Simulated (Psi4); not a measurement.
tert-butylarsine (C4H11As), singlet, geometry from GFN2-xTB, atoms displaced at random by about 0.03 Å a coordinate; TPSS/STO-3G, gradient (Psi4).

Psi4 was given this input:
```
memory 2 GB

molecule mol {
0 1
  C    -0.829269    1.275135    1.286819
  C    -0.698675   -0.028251    0.379366
  C    -0.889440   -1.228987    1.266414
  C    -1.842614    0.044099   -0.689945
  As    1.029357   -0.072794   -0.552125
  H    -1.810033    1.306368    1.755195
  H    -0.704806    2.156252    0.629196
  H    -0.023545    1.250797    1.979992
  H    -0.799568   -2.091673    0.662409
  H    -1.796368   -1.214208    1.790468
  H    -0.101274   -1.291454    1.967125
  H    -1.764345   -0.851160   -1.273705
  H    -1.773164    0.914094   -1.322000
  H    -2.848093    0.031375   -0.158250
  H     1.054972    1.355010   -1.034168
  H     1.844415    0.268377    0.600991
symmetry c1
no_reorient
no_com
}

set basis sto-3g
set reference rks

gradient('tpss')
print_variables()
```

What the program printed (banner, timings and long lists left out):

```
gradient() will perform analytic gradient computation.

   => Loading Basis Set <=

    Name: STO-3G
    Role: ORBITAL
    Keyword: BASIS

         ---------------------------------------------------------
                                   SCF
               by Justin Turney, Rob Parrish, Andy Simmonett
                          and Daniel G. A. Smith
                              RKS Reference
         ---------------------------------------------------------

  ==> Geometry <==

    Molecular point group: c1
    Full point group: C1

    Geometry (in Angstrom), charge = 0, multiplicity = 1:

       Center              X                  Y                   Z               Mass
    ------------   -----------------  -----------------  -----------------  -----------------
         C           -0.829269000000     1.275135000000     1.286819000000    12.000000000000
         C           -0.698675000000    -0.028251000000     0.379366000000    12.000000000000
         C           -0.889440000000    -1.228987000000     1.266414000000    12.000000000000
         C           -1.842614000000     0.044099000000    -0.689945000000    12.000000000000
         AS           1.029357000000    -0.072794000000    -0.552125000000    74.921594570000
         H           -1.810033000000     1.306368000000     1.755195000000     1.007825032230
         H           -0.704806000000     2.156252000000     0.629196000000     1.007825032230
         H           -0.023545000000     1.250797000000     1.979992000000     1.007825032230
         H           -0.799568000000    -2.091673000000     0.662409000000     1.007825032230
         H           -1.796368000000    -1.214208000000     1.790468000000     1.007825032230
         H           -0.101274000000    -1.291454000000     1.967125000000     1.007825032230
         H           -1.764345000000    -0.851160000000    -1.273705000000     1.007825032230
         H           -1.773164000000     0.914094000000    -1.322000000000     1.007825032230
         H           -2.848093000000     0.031375000000    -0.158250000000     1.007825032230
         H            1.054972000000     1.355010000000    -1.034168000000     1.007825032230
         H            1.844415000000     0.268377000000     0.600991000000     1.007825032230

  Running in c1 symmetry.

  Rotational constants: A =      0.14671  B =      0.06510  C =      0.06486 [cm^-1]
  Rotational constants: A =   4398.24472  B =   1951.67491  C =   1944.44842 [MHz]
[...]
  @DF-RKS Final Energy: -2367.77508742459031
    Total Energy =                      -2367.7750874245903105
[...]
    GGA                 =           TRUE
    Meta                =           TRUE

    Exchange Hybrid     =          FALSE
    MP2 Hybrid          =          FALSE

   => Exchange Functionals <=

    1.0000   XC_MGGA_X_TPSS

   => Correlation Functionals <=

    1.0000   XC_MGGA_C_TPSS

   => LibXC Density Thresholds  <==

    XC_MGGA_C_TPSS:  1.00E-15
    XC_MGGA_X_TPSS:  1.00E-15

   => Molecular Quadrature <=

    Radial Scheme          =       TREUTLER
    Pruning Scheme         =           NONE
    Nuclear Scheme         =       TREUTLER

    Blocking Scheme        =         OCTREE
    BS radius alpha        =              1
    Pruning alpha          =              1
    Radial Points          =             75
    Spherical Points       =            302
    Total Points           =         335740
    Total Blocks           =           2547
    Max Points             =            256
    Max Functions          =             46
    Weights Tolerance      =       1.00E-15

  -Total Gradient:
     Atom            X                  Y                   Z
    ------   -----------------  -----------------  -----------------
       1        0.001534736894     0.008577343654     0.047969669302
       2        0.009672021926    -0.061278347268     0.006460362281
       3       -0.022876793142     0.001824699105     0.016382866663
       4        0.020394274593     0.011184007071    -0.041001306097
       5       -0.010362325371    -0.003687365879     0.017528436991
       6        0.008902656316    -0.001366391714    -0.010670655498
       7        0.002448255434    -0.002393974737    -0.005159207895
       8       -0.019660618750    -0.004872013041    -0.030958429069
       9        0.005637532149     0.038769490220     0.019243194729
      10        0.045116901032    -0.000000894827    -0.020696305500
      11       -0.029596635166     0.000479618046    -0.031401146451
      12        0.004170282982     0.020386939181     0.021867912385
      13       -0.001563264192    -0.017490652825     0.011886386608
      14       -0.018837259047    -0.002741642150     0.012949452842
      15        0.005814558160     0.013827302162    -0.008028191668
      16       -0.000642409874    -0.001842029103    -0.006801933146

  Variable Map:
  ----------------------------------------------------------------------------
[...]
  Array Variable Map:
  ----------------------------------------------------------------------------
[...]
[...]
```
